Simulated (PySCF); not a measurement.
ScF3, SMILES [F][Sc]([F])[F]. Atoms are numbered in the order given.

```xyz
4

Sc     0.0000     0.0000     0.0000
F     -1.8285     0.0000     0.0000
F      0.9142     1.5835     0.0000
F      0.9142    -1.5835     0.0000
```
Charge 0, spin multiplicity 1.

Geometry optimised at B3LYP-D3(BJ)/def2-SVP. The isomer is the one that the SMILES or the coordinates give; other isomers of the formula were not compared.

Level of theory: PBE/def2-TZVPD run with PySCF.

Isolated molecule, no solvent.

Computed frontier levels, gap, dipole moment and polarisability:
```
Property                                                                                                        Result
---------------------------------------------------------------------------------------------  -----------------------
highest occupied level                                                                                        -9.24 eV
lowest empty level                                                                                            -3.48 eV
orbital gap                                                                                                    5.77 eV
dipole moment                                                                                                   0.00 D
quadrupole, principal values (traceless, Buckingham form, about the centre of nuclear charge)  -6.45, -6.45, 12.89 D·Å
mean static polarisability                                                                        30.7 bohr³ (4.55 Å³)
polarisability, principal values                                                                21.9, 35.1, 35.1 bohr³
```
